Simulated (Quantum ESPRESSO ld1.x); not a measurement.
The numbers below are computed, except where a source is named.
One sound ld1.x (Quantum ESPRESSO 7.5) input for neutral potassium gives E = -600.5640 hartree in 28 iterations:

```
 &input
    zed=19.0,
    iswitch=1,
    rel=1,
    lsd=1,
    dft='PW',
    config='[Ar] 4s1',
    verbosity='high',
    prefix='ld1',
    max_out_wfc=37,
    file_charge='ld1.rho',
 /
```

Changed or added lines, one case at a time, and what came of them:

- rel=-1: refused. The program stops in ld1_readin with "wrong rel": rel takes 0, 1 or 2.
- config='[Ar] 4s1 5d-1': harmless. A negative occupation marks a state as unused; the result equals that of the sound run.
- xmin=0.0: ignored. A value of zero is read as not set, so the default xmin is used, as the mesh line shows.
- xmin=-12.0: usable despite the warning. The mesh starts very near the nucleus, where rounding noise provokes warnings (final residual 7e-15); the energy differs from the default mesh by less than 1e-5 hartree, which is rather the error of the default start.
- tr2=1e-25: usable despite the warning. The threshold lies below the rounding noise, so the cycle runs to its limit and warns, but the energy differs from the sound run by less than 1e-5 hartree.
- config='[Ar] 4s1 1s1': refused. The program stops in occ_spin with "wrong occupations": the bracketed core already holds 1s.
- dx=0.001: refused. The program stops in do_mesh with "ndmx is too small": the mesh holds 3500 points at most, so dx, xmin and rmax must fit that.
